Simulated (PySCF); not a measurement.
## Electronic absorption of SiCl3(SBu)

Species: SiCl3(SBu), C₄H₉Cl₃SSi.
SMILES: `CCCCS[Si](Cl)(Cl)Cl`

The calculation used TDDFT B3LYP/def2-SVPD, vertical, gas phase, core orbitals frozen in the response in PySCF 2.14.0, density-fitted response routines. Geometry: PBE0-D3(BJ)/def2-SVP, one conformer, isolated molecule. Torsions of this conformer, `[CH3:1][CH2:2][CH2:3][CH2:4][S:5][Si:6]([Cl:7])([Cl:8])[Cl:9]`: C1–C2–C3–C4 -179°, C2–C3–C4–S5 55°, C3–C4–S5–Si6 63°, C4–S5–Si6–Cl7 163°.

```csv
state,E (eV),E (hartree),f,|μ| (D),"main configurations (H = HOMO, L = LUMO)"
S1,5.26,0.1932,0.0050,0.50,"H→L (90%), H→L+1 (8%)"
S2,5.77,0.2120,0.0015,0.26,"H→L+1 (90%), H→L (8%)"
S3,6.61,0.2428,0.0094,0.61,"H→L+2 (70%), H-1→L (24%)"
S4,6.80,0.2499,0.020,0.89,"H→L+3 (84%), H→L+4 (11%)"
S5,6.95,0.2554,0.022,0.91,"H→L+4 (53%), H-1→L (18%)"
S6,6.97,0.2561,0.0007,0.16,"H-2→L (80%), H→L+4 (9%)"
S7,7.08,0.2603,0.089,1.82,"H-1→L (37%), H→L+6 (17%), H→L+4 (14%)"
S8,7.23,0.2656,0.049,1.34,"H→L+6 (46%), H-1→L+1 (24%), H-1→L (10%)"
S9,7.27,0.2671,0.0059,0.46,"H-1→L+1 (35%), H-5→L (35%), H→L+6 (12%)"
S10,7.31,0.2687,0.016,0.76,"H-4→L (33%), H-5→L (30%), H-1→L+1 (26%)"
```

Triplets (Tamm–Dancoff): T1 4.96 eV, H→L (87%), H→L+1 (8%); T2 5.41 eV, H→L+1 (83%); T3 6.12 eV, H→L+2 (63%), H-1→L (22%); T4 6.34 eV, H-1→L (59%), H→L+2 (26%).

The lowest singlet lies at 5.26 eV (236 nm, ultraviolet) and is very weak; its leading configuration is HOMO→LUMO (90%). The strongest level in the table is S7 at 7.08 eV (175 nm, f = 0.089). Löwdin shares by element: HOMO sulfur 68%, carbon 9% or more, silicon 5%, chlorine 4% or more; LUMO chlorine 42% or more, sulfur 23%, silicon 19% (atoms not listed hold the other 16%). Of the 10 states listed, 5 reach f = 0.01 and none stays under 0.0005. Orbital energies (eV): HOMO-3 -9.17, HOMO-2 -9.00, HOMO-1 -8.80, HOMO -7.38, LUMO -1.01, LUMO+1 -0.57, LUMO+2 0.15. Weighted by f, the mean energy of these states is 7.03 eV. All these states lie below the vertical ionisation energy of 9.41 eV (ΔSCF). Only the lowest 10 singlets were computed, as vertical energies without vibronic structure.

Time: 2.6 min. Hardware: an Arm Neoverse V2 with one thread, shared host.
